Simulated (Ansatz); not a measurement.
C₂H₃Cl₂Si (`[CH]=C[SiH](Cl)Cl`) radical. The species carries charge 0 and has multiplicity 2. The geometry is a stationary point of PBE0-D4/def2-TZVP. It is one conformer, not always the lowest.

```xyz
8

C     1.381   -1.197   -0.148
C     0.949   -0.071    0.345
Si   -0.729    0.607   -0.065
Cl   -1.754    0.970    1.668
Cl   -1.764   -0.739   -1.202
H     1.009   -1.972   -0.804
H     1.573    0.522    1.017
H    -0.666    1.879   -0.811
```

Task: What is the dipole moment at r2SCAN/def2-TZVPP? (Estimate.)

Result: Ansatz gave: 1.17 D, with components (1.09, 0.18, -0.39) D in this frame, pointing from negative to positive charge.

Task: And with PBE, B3LYP, ωB97M-V? (Best estimate.)

Result: The calculation gave: PBE 1.03 D, B3LYP 1.14 D, ωB97M-V 1.14 D.

Task: Give the Mulliken charges with r2SCAN, PBE, ωB97M-V in def2-TZVPP. (An estimate is asked.)

Result: The calculation gave: 
```json
{"atom": "C1", "r2SCAN": "-0.13", "PBE": "-0.13", "ωB97M-V": "-0.13"}
{"atom": "C2", "r2SCAN": "-0.21", "PBE": "-0.17", "ωB97M-V": "-0.23"}
{"atom": "Si3", "r2SCAN": "0.64", "PBE": "0.50", "ωB97M-V": "0.50"}
{"atom": "Cl4", "r2SCAN": "-0.23", "PBE": "-0.20", "ωB97M-V": "-0.19"}
{"atom": "Cl5", "r2SCAN": "-0.23", "PBE": "-0.20", "ωB97M-V": "-0.19"}
{"atom": "H6", "r2SCAN": "0.13", "PBE": "0.13", "ωB97M-V": "0.14"}
{"atom": "H7", "r2SCAN": "0.10", "PBE": "0.11", "ωB97M-V": "0.12"}
{"atom": "H8", "r2SCAN": "-0.07", "PBE": "-0.05", "ωB97M-V": "-0.02"}
```

B3LYP here is the variant with VWN-RPA as its local correlation; programs differ in this.
